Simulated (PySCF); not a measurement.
**BiH and its ions**

UHF; Bi def2-TZVP with ECP60, H def2-TZVP; scalar-relativistic core potentials (PySCF 2.14). Neutral (UHF): triplet (π ↑↑), Re = 1.784 Å, ωe = 1867 cm⁻¹, De = 1.32 eV, HOMO -8.58 eV, LUMO 0.60 eV.

BiH⁺ (UHF): doublet (π ↑), Re = 1.768 Å, ωe = 1988 cm⁻¹. The energies at the minima are -214.14225 hartree for BiH and -213.84578 for BiH⁺.

(1) Work out the adiabatic ionisation energy, without and with harmonic zero-point energies (1 hartree = 27.2114 eV, 1 eV = 8065.5 cm⁻¹), and the change of the bond length.

These are scalar-relativistic numbers at best; spin–orbit coupling would shift them, the dissociation energy most. Hartree–Fock leaves out correlation, which carries a large part of most bond energies and some tenths to 1 eV of ionisation energies. States were picked by a PBE0 search and need not be the measured ground states.

## Answers

(1) At UHF: 0.29647 hartree = 8.067 eV between the minima; the zero-point term (1988.0 − 1867.0)/2 cm⁻¹ = +0.008 eV makes it 8.075 eV. Re changes by -1.6 pm against the neutral. The electron leaves a π orbital, which is non-bonding in a hydride.
